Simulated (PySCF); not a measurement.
InI3, SMILES [I][In]([I])[I].

The structure is a stationary point at r2SCAN-D4/def2-SVP. The isomer is the one that the SMILES or the coordinates give; other isomers of the formula were not compared. The def2 effective core potentials stand for the cores of I, In; spin–orbit coupling is left out.

Calculation: PySCF with PBE/def2-TZVP.

Gas-phase values at a fixed geometry.

Computed frontier levels, gap, dipole moment and polarisability:
| Property | Result |
|---|---|
| highest occupied level | -6.71 eV |
| lowest empty level | -3.90 eV |
| orbital gap | 2.81 eV |
| dipole moment | 0.00 D |
| quadrupole, principal values (traceless, Buckingham form, about the centre of nuclear charge) | -1.11, -1.11, 2.22 D·Å |
| mean static polarisability | 150.1 bohr³ (22.24 Å³) |
| polarisability, principal values | 92.4, 179.0, 179.0 bohr³ |
